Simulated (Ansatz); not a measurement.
`[O]=[Mo]([F])([F])=[S]` + `F[SiH](Cl)O[SiH3]` → `[O]=[Mo]([F])(=[S])[Cl]` + `F[SiH](F)O[SiH3]` at 500 K and 1 bar (redistribution).

Gas-phase electronic energies from Ansatz, PBE0-D4/def2-TZVP geometries. CBS: MP2 limit from def2 TZ/QZ plus the TZ coupled-cluster correction, frozen cores. def2 core potentials past Kr. For Mo outer-core shells are correlated without core-valence functions, which leaves a few kJ/mol of doubt a bond. Each species was taken in one conformer, which may not be the lowest.

```tsv
species	CCSD(T)/CBS energy (Eh)	H − E (kJ/mol)	S (J/(mol·K))
`[O]=[Mo]([F])([F])=[S]`	-740.83114	61.5	378.6
`F[SiH](Cl)O[SiH3]`	-1215.52253	163.5	448.3
`[O]=[Mo]([F])(=[S])[Cl]`	-1100.82483	60.5	391.4
`F[SiH](F)O[SiH3]`	-855.55648	165.4	438.7
```

H − E and S are ideal-gas, rigid-rotor, harmonic terms from PBE0-D4/def2-TZVP, for one conformer and one mirror image of each species. 1 Eh = 2625.50 kJ/mol, R = 8.31446 J/(mol·K).

**Question.** By hand: ΔE, ΔH, ΔS and ΔG.

**Answer.** ΔE = (-1100.82483) + (-855.55648) − (-740.83114) − (-1215.52253) = -0.02764 Eh = -72.6 kJ/mol. Δ(H − E) = 60.5 + 165.4 − 61.5 − 163.5 = 0.9, so ΔH = -71.7 kJ/mol. ΔS = 391.4 + 438.7 − 378.6 − 448.3 = 3.2 J/(mol·K). ΔG = -71.7 − 500 × (3.2)/1000 = -73.3 kJ/mol.

**Question.** By hand: the equilibrium constant, and the temperature at which ΔG would vanish if ΔH and ΔS stayed fixed.

**Answer.** log₁₀ K = −ΔG/(RT ln 10) = 7.7. ΔH and −TΔS have one sign here, so there is no such temperature. One of them is within its doubt of zero, so this could turn.

The number of gas molecules stays the same, so ΔS is small and ΔH decides. A doubt of 5 kJ/mol in ΔE shifts log₁₀ K by 0.5 here. Other conformers and mirror images would add mixing entropy, several J/(mol·K) or more a flexible species. Modes under 60 cm⁻¹, often nearly free rotors, make the harmonic entropy too high. These are equilibria of isolated gas molecules and say nothing of rates. Largest T1 diagnostic: 0.025 (customary marks: 0.02 for closed shells, 0.045 for open ones).
